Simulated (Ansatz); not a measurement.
Reaction (formal exchange of groups at the Al–N bond): `[AlH2]/[N]=C\S` + `C=CF` → `F/C=[CH]/[AlH2]` + `N=CS`

Isolated molecules relaxed with PBE0-D4/def2-TZVP in Ansatz; ΔE leaves out vibrations. CCSD(T)/CBS adds triple-zeta CCSD(T) − MP2 to the extrapolated MP2 energy (def2 sets, frozen cores). This one scheme is used for every species. Double bonds are as drawn, so ΔE can hold a change between cis and trans. Functionals use def2-TZVPP. B3LYP here is the variant with VWN-RPA as its local correlation; programs differ in this. One conformer a species, not always the lowest.

Is it downhill or uphill in electronic energy at CCSD(T)/CBS, and by how much? (Best estimate.)

Ansatz gave: Uphill: ΔE = +0.69 eV.

What do these levels give: r2SCAN-D4, PBE0-D4, ωB97X-V, r2SCAN, PBE0, B3LYP, SCS-MP2/def2-TZVPP, CCSD/def2-TZVPP, MP2/def2-QZVPP, SCS-MP2/def2-QZVPP, MP2/CBS(def2), CCSD/CBS(def2)? (Best estimate.)

Ansatz gave: r2SCAN-D4 0.73, PBE0-D4 0.68, ωB97X-V 0.66, r2SCAN 0.73, PBE0 0.67, B3LYP 0.77, SCS-MP2/def2-TZVPP 0.71, CCSD/def2-TZVPP 0.69, MP2/def2-QZVPP 0.71, SCS-MP2/def2-QZVPP 0.71, MP2/CBS(def2) 0.71, CCSD/CBS(def2) 0.70 eV.

Largest T1 diagnostic among the species: 0.015.

In def2-TZVPP, CCSD(T) changes the Hartree–Fock value by −0.06 eV (the triples alone add −0.01 eV) and MP2 by −0.04 eV.
